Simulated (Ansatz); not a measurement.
```yaml
crystal:
  periodic: [false, false, false]
  atoms:
    - {symbol: Ca, position_ang: [1.598086, -1.522705, -1.072812]}
    - {symbol: Ca, position_ang: [-0.863647, 1.318866, -1.871628]}
    - {symbol: Ca, position_ang: [1.430887, 1.591519, 1.206186]}
    - {symbol: Ca, position_ang: [-1.313730, -0.843380, 1.055603]}
    - {symbol: Se, position_ang: [1.440879, -1.105965, 1.621711]}
    - {symbol: Se, position_ang: [-1.057182, -1.400837, -1.696606]}
    - {symbol: Se, position_ang: [-1.235292, 1.962493, 0.757535]}
basis:
  gaussian: {orbitals: def2-TZVP, initial_orbitals: start.molden}
total_charge: 1
magnetization: {spin_polarized: true, initial_magnetization: 1}
hamiltonian: {xc: pbe0, dispersion: d4}
scf: {omitted_lower_state_checks: [starts]}
output: {forces: true, orbitals: {seedname: orbitals}}
```

The file start.molden holds the orbitals of an earlier run on this structure, at another level or in another basis.

```sh
$ ansatz run in.yaml --threads 4 --pin off --events-out ev --progress --plain --max-ram 4787MiB
```

Q: Does this run fit into the memory that it is given?

A: No. It has 288 basis functions, and Ansatz plans for 6 GiB where 5 GiB are given.
